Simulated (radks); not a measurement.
Species: Ag XXXIX. Configuration: [He] 2s2 2p5.

Calculated with a radial shooting solver on a logarithmic mesh with Libxc functionals: scalar-relativistic Kohn-Sham, BLYP, spin-polarised, spherical densities, finite nucleus; open shells are filled with parallel spins first (spin-orbit coupling, left out, can overturn this in heavy ions); Fermi nuclear charge, rms radius 4.5454 fm.

Energy parts (hartree):
total: -3921.42238
kinetic: 4112.82068
electron-nucleus: -8356.13007
Hartree: 394.76796
exchange-correlation: -72.88095

Orbitals (lengths in bohr, moments of r in powers of bohr):
1s up: occ. 1; eigenvalue (hartree) -1025.359; <r> 0.03107; <r^4> 4.416e-06; <1/r> 49.48
1s down: occ. 1; eigenvalue (hartree) -1025.034; <r> 0.03106; <r^4> 4.410e-06; <1/r> 49.49
2s up: occ. 1; eigenvalue (hartree) -223.0661; <r> 0.1312; <r^4> 0.0006871; <1/r> 11.57
2s down: occ. 1; eigenvalue (hartree) -222.5543; <r> 0.1313; <r^4> 0.0006898; <1/r> 11.55
2p up: occ. 3; eigenvalue (hartree) -210.5724; <r> 0.1137; <r^4> 0.0004749; <1/r> 11.15
2p down: occ. 2; eigenvalue (hartree) -209.9585; <r> 0.1139; <r^4> 0.0004776; <1/r> 11.14

The highest occupied level is 2p down at -5713.3 eV. The spin density at the nucleus is -10.79 e/bohr^3 (1s -31.92, 2s 21.13). Summed over all electrons, <r^2> = 0.1216 bohr^2, which gives a Langevin (diamagnetic) susceptibility term of -0.0963 x 10^-6 cm^3/mol. Spin moment in Bohr magnetons: 1. The density falls to 0.001 e/bohr^3 at r = 0.49 bohr. The electron density at the nucleus is 1.473e+05 e/bohr^3 (large components only).
